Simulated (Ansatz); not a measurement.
```yaml
crystal:
  periodic: [false, false, false]
  atoms:
    - {symbol: h, position_ang: [-1.137761, 1.221463, -1.088306]}
    - {symbol: Si, position_ang: [1.592101, 0.579501, 0.150404]}
    - {symbol: C, position_ang: [0.303471, -1.037133, 1.234245]}
    - {symbol: O, position_ang: [-0.228253, -0.815649, -0.478870]}
    - {symbol: H, position_ang: [-1.177195, 1.409777, -3.051389]}
    - {symbol: H, position_ang: [-2.466245, 1.899615, 0.210432]}
    - {symbol: H, position_ang: [3.075108, -0.337329, -0.546631]}
    - {symbol: H, position_ang: [-0.647308, -0.687856, 2.141358]}
    - {symbol: H, position_ang: [0.796584, -2.290388, 1.407384]}
basis:
  gaussian: {orbitals: 6-31G}
hamiltonian: {xc: {name: PBE-QIDH}}
scf: {lower_state_search: full}
output: {forces: true}
```

```sh
$ ansatz run in.yaml --threads 2 --pin off --events-out ev --progress --plain --max-ram 4352MiB
```

Shortened log:

```
Error: YAML parse error: error: line 4 column 16: `h` is not an element symbol (H … Og, case-exact)
 --> <input>:4:16
2 |   periodic: [false, false, false]
3 |   atoms:
4 |     - {symbol: h, position_ang: [-1.137761, 1.221463, -1.088306]}
5 |     - {symbol: Si, position_ang: [1.592101, 0.579501, 0.150404]}
6 |     - {symbol: C, position_ang: [0.303471, -1.037133, 1.234245]}
```

(1) Something in this input is off. What?

Answers

(1) An element symbol is wrong. The program refused the input.
